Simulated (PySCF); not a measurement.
## As (arsenic, neutral) across methods

[Ar] 3d10 4s2 4p2 5s1, high-spin 4P determinant (an excited configuration). Calculation: PySCF 2.14, in aug-cc-pVTZ-PP with one added diffuse shell each of s, d, f type with ECP10MDF (7s5p5d3f, 68 functions); a scalar-relativistic core potential.

```json
{"method": "LDA", "E (hartree)": "-331.6761", "mean ε 4s β (eV)": "-17.691", "mean ε 4p α (eV)": "-9.196", "mean ε 5s α (eV)": "-2.200", "Σ⟨r²⟩ (bohr²)": "70.28", "⟨S²⟩": "3.751"}
{"method": "PBE", "E (hartree)": "-332.1879", "mean ε 4s β (eV)": "-17.287", "mean ε 4p α (eV)": "-9.209", "mean ε 5s α (eV)": "-2.123", "Σ⟨r²⟩ (bohr²)": "71.83", "⟨S²⟩": "3.752"}
{"method": "PBE0", "E (hartree)": "-332.1528", "mean ε 4s β (eV)": "-18.420", "mean ε 4p α (eV)": "-10.511", "mean ε 5s α (eV)": "-2.485", "Σ⟨r²⟩ (bohr²)": "72.69", "⟨S²⟩": "3.753"}
{"method": "UHF", "E (hartree)": "-330.98380", "mean ε 4s β (eV)": "-20.653", "mean ε 4p α (eV)": "-13.844", "mean ε 5s α (eV)": "-3.274", "Σ⟨r²⟩ (bohr²)": "78.30", "⟨S²⟩": "3.759"}
{"method": "M06-L", "E (hartree)": "-332.2097", "mean ε 4s β (eV)": "-17.370", "mean ε 4p α (eV)": "-9.386", "mean ε 5s α (eV)": "-2.013", "Σ⟨r²⟩ (bohr²)": "70.73", "⟨S²⟩": "3.753"}
{"method": "B3LYP", "E (hartree)": "-332.2427", "mean ε 4s β (eV)": "-18.498", "mean ε 4p α (eV)": "-10.107", "mean ε 5s α (eV)": "-2.366", "Σ⟨r²⟩ (bohr²)": "72.37", "⟨S²⟩": "3.752"}
{"method": "r2SCAN", "E (hartree)": "-332.0599", "mean ε 4s β (eV)": "-17.597", "mean ε 4p α (eV)": "-9.738", "mean ε 5s α (eV)": "-2.123", "Σ⟨r²⟩ (bohr²)": "72.51", "⟨S²⟩": "3.754"}
{"method": "PBEsol", "E (hartree)": "-331.8483", "mean ε 4s β (eV)": "-17.303", "mean ε 4p α (eV)": "-9.183", "mean ε 5s α (eV)": "-2.126", "Σ⟨r²⟩ (bohr²)": "71.11", "⟨S²⟩": "3.752"}
{"method": "BP86", "E (hartree)": "-332.3348", "mean ε 4s β (eV)": "-17.502", "mean ε 4p α (eV)": "-9.253", "mean ε 5s α (eV)": "-2.223", "Σ⟨r²⟩ (bohr²)": "70.53", "⟨S²⟩": "3.751"}
```

Energies and moments cover only the electrons outside the core potential. The outer electron is Rydberg-like, and this basis confines it to a smaller radius and binds it less than a complete one would.
